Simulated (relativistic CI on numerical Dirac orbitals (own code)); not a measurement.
Method of calculation: Dirac-Coulomb-Breit CI, orbitals from a KLI potential per configuration, model QED (radiative potential, 1s self-energy scaled to tabulated hydrogen-like ionisation energies), unscaled Slater integrals (own radial code, finite nucleus).

Configuration list (outside the closed core 1s2): 2s2 2p3, 2s 2p4, 2p5, 2p4 3s, 2s2 2p2 3s, 2p4 3p, 2p4 3d, 2s2 2p2 3p, 2s2 2p2 3d, 2s 2p3 3s, 2s 2p3 3p, 2s 2p3 3d, 2s2 2p2 4s, 2s2 2p2 4p, 2s2 2p2 4d, 2s2 2p2 4f, 2s2 2p 3s2, 2s 2p3 4s, 2s2 2p 3s 3p, 2s 2p3 4p, 2s2 2p2 5s, 2s2 2p 3s 3d, 2s 2p3 4d, 2s2 2p 3p2, 2s2 2p2 5p, 2s 2p3 4f, 2s2 2p2 5d, 2s2 2p2 5f, 2s2 2p2 5g, 2s2 2p 3p 3d, 2s 2p2 3s2, 2s2 2p 3d2, 2s 2p2 3s 3p, 2s 2p2 3s 3d, 2s 2p2 3p2, 2s 2p2 3p 3d. Levels of other configurations are missing.

At this charge energies of transitions that change n are usually good to better than 1 %, and those within a shell (Δn = 0) to a few per cent.

Outline of the computed level scheme of Os LXX. Lowest level of each configuration: 2s2 2p3 2P°_3/2 at 0.0 eV; 2s 2p4 4P_5/2 at 1936.0 eV; 2p5 2P°_3/2 at 4058.5 eV; 2s2 2p2 3s 4P_1/2 at 9291.1 eV; 2s2 2p2 3p 2P°_1/2 at 9401.0 eV; 2s2 2p2 3d 2D_3/2 at 9974.2 eV; 2s 2p3 3s 4P°_5/2 at 11200.3 eV; 2s 2p3 3p 4P_3/2 at 11320.7 eV.

Some strong electric-dipole decays among the lowest 45 levels: 2s2 2p2 3d 2D_5/2 → 2s2 2p3 2P°_3/2 (1.6e+15 s⁻¹); 2s 2p3 3p 2P_1/2 → 2s2 2p3 2P°_3/2 (6.2e+14 s⁻¹); 2s 2p3 3p 2D_5/2 → 2s2 2p3 2P°_3/2 (6.0e+14 s⁻¹); 2s 2p3 3p 2D_3/2 → 2s2 2p3 2P°_3/2 (4.1e+14 s⁻¹); 2s2 2p2 3d 2D_3/2 → 2s2 2p3 2P°_3/2 (2.9e+14 s⁻¹); 2s2 2p2 3d 4F_3/2 → 2s2 2p3 2P°_3/2 (2.7e+14 s⁻¹); 2s2 2p2 3s 4P_1/2 → 2s2 2p3 2P°_3/2 (2.6e+14 s⁻¹); 2s 2p3 3p 4P_3/2 → 2s2 2p3 2P°_3/2 (2.3e+14 s⁻¹).

LS names give the leading component of a level, which can be under half, so a name can repeat, a term be missing and a line seem to break the LS rules.
